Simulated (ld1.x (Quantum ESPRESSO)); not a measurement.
**Zn, PAW: configuration errors across variants**

zinc, PAW, made with ld1.x (Quantum ESPRESSO) 7.5 (PBE, scalar-relativistic). Core [Ne], reference 3s2 3p6 3d10 4s1.5 4p0 (charge +0.5). Waves: 3s (bound): rcut 0.95, rcutus 1.00 bohr; 4s (bound): rcut 0.95, rcutus 1.00 bohr; 3p (bound): rcut 1.00, rcutus 1.10 bohr; 4p (bound, empty): rcut 1.00, rcutus 1.10 bohr; 3d (bound): rcut 0.80, rcutus 1.05 bohr; 3d channel at -0.35 Ry: rcut 0.80, rcutus 1.05 bohr. Local part: all-electron potential smoothed inside 0.80 bohr (lloc = -2). Core correction: a·sin(br)/r model core, default radius (ld1.x builds one for every PAW set, though the input has nlcc=.false.). Augmentation charge: GAUSS, radius 0.70 bohr.

All-electron excitation energies from the reference (eV): (1) 3s2 3p6 3d10 4s2 4p0 -3.941; (2) 3s2 3p6 3d10 4s1 4p0 5.948; (3) 3s2 3p6 3d10 4s0 4p0 24.390; (4) 3s2 3p6 3d9 4s0 4p0 64.924; (5) 3s2 3p6 3d10 4s0 4p1 12.272; (6) 3s2 3p6 3d10 4s0 4p2 6.617; (7) 3s2 3p6 3d9 4s2 4p1 8.303.

The overlap operator is not positive definite (basis up to 400 Ry) in “base”, “all radii but the core radius scaled by about 0.95 (s 0.94, p 1.04, d 1.00 bohr, rcut 0.90/0.94/0.76); local potential all-electron potential smoothed inside 0.76 bohr (lloc = -2); augmentation GAUSS, radius 0.66 bohr”, “all radii but the core radius scaled by about 1.18 (s 1.18, p 1.30, d 1.24 bohr, rcut 1.12/1.18/0.96); local potential all-electron potential smoothed inside 0.96 bohr (lloc = -2); augmentation GAUSS, radius 0.84 bohr”, “all radii but the core radius scaled by about 1.24 (s 1.24, p 1.36, d 1.30 bohr, rcut 1.18/1.24/0.98); local potential all-electron potential smoothed inside 0.98 bohr (lloc = -2); augmentation GAUSS, radius 0.86 bohr”. Such files are unfit for use, however small their errors in these radial tests.

Tests that are not counted but printed errors over 1 eV. “all radii but the core radius scaled by about 1.40 (s 1.40, p 1.54, d 1.48 bohr, rcut 1.34/1.40/1.12); local potential all-electron potential smoothed inside 1.12 bohr (lloc = -2); augmentation GAUSS, radius 0.98 bohr”: 3s2 3p6 3d9 4s0 4p0 (solver errors, printed error -4883 eV).

Errors AE − PS in meV (a dash: test not solved or not reliable):

| change | (1) | (2) | (3) | (4) | (5) | (6) | (7) | bound ghosts |
| --- | --- | --- | --- | --- | --- | --- | --- | --- |
| base | +0.4 | -0.7 | -3.0 | -5.0 | -1.1 | -0.5 | -2.7 | not determined (overlap not positive) |
| all radii but the core radius scaled by about 0.84 (s 0.84, p 0.92, d 0.88 bohr, rcut 0.78/0.84/0.66); local potential all-electron potential smoothed inside 0.66 bohr (lloc = -2); augmentation GAUSS, radius 0.58 bohr | +0.3 | -0.4 | -1.9 | -4.3 | -0.8 | -0.4 | +0.8 | none |
| all radii but the core radius scaled by about 0.88 (s 0.88, p 0.98, d 0.92 bohr, rcut 0.84/0.88/0.70); local potential all-electron potential smoothed inside 0.70 bohr (lloc = -2); augmentation GAUSS, radius 0.62 bohr | +0.3 | -0.5 | -2.1 | -4.4 | -1.0 | -0.5 | +0.9 | none |
| all radii but the core radius scaled by about 0.95 (s 0.94, p 1.04, d 1.00 bohr, rcut 0.90/0.94/0.76); local potential all-electron potential smoothed inside 0.76 bohr (lloc = -2); augmentation GAUSS, radius 0.66 bohr | +0.4 | -0.6 | -2.2 | -4.4 | -1.2 | -0.7 | +4.5 | not determined (overlap not positive) |
| all radii but the core radius scaled by about 1.03 (s 1.04, p 1.14, d 1.08 bohr, rcut 0.98/1.04/0.82); local potential all-electron potential smoothed inside 0.82 bohr (lloc = -2); augmentation GAUSS, radius 0.72 bohr | +0.4 | -0.5 | -2.6 | -5.0 | -1.0 | -0.4 | +1.3 | none |
| all radii but the core radius scaled by about 1.10 (s 1.10, p 1.20, d 1.16 bohr, rcut 1.04/1.10/0.88); local potential all-electron potential smoothed inside 0.88 bohr (lloc = -2); augmentation GAUSS, radius 0.76 bohr | +0.4 | -0.5 | -2.3 | -4.9 | -0.9 | -0.3 | +4.2 | none |
| all radii but the core radius scaled by about 1.18 (s 1.18, p 1.30, d 1.24 bohr, rcut 1.12/1.18/0.96); local potential all-electron potential smoothed inside 0.96 bohr (lloc = -2); augmentation GAUSS, radius 0.84 bohr | +0.3 | -0.6 | -2.5 | -3.3 | +0.1 | +2.0 | +24 | not determined (overlap not positive) |
| all radii but the core radius scaled by about 1.24 (s 1.24, p 1.36, d 1.30 bohr, rcut 1.18/1.24/0.98); local potential all-electron potential smoothed inside 0.98 bohr (lloc = -2); augmentation GAUSS, radius 0.86 bohr | +0.4 | -0.6 | -2.7 | -1.1 | +1.2 | +4.4 | +58 | not determined (overlap not positive) |
| all radii but the core radius scaled by about 1.33 (s 1.32, p 1.46, d 1.40 bohr, rcut 1.26/1.32/1.06); local potential all-electron potential smoothed inside 1.06 bohr (lloc = -2); augmentation GAUSS, radius 0.92 bohr | +0.4 | -0.7 | -3.7 | -5.9 | -1.1 | +0.5 | – | none |
| all radii but the core radius scaled by about 1.40 (s 1.40, p 1.54, d 1.48 bohr, rcut 1.34/1.40/1.12); local potential all-electron potential smoothed inside 1.12 bohr (lloc = -2); augmentation GAUSS, radius 0.98 bohr | +0.2 | -0.7 | -5.1 | – | -2.6 | -1.5 | -6.6 | none |

**Question.** Give the same row for: all radii but the core radius scaled by about 0.74 (s 0.74, p 0.82, d 0.78 bohr, rcut 0.70/0.74/0.60); local potential all-electron potential smoothed inside 0.60 bohr (lloc = -2); augmentation GAUSS, radius 0.52 bohr.

**Answer.** +0.2, -0.4, -1.5, -4.3, -0.5, -0.2, +1.4; bound ghosts: none.
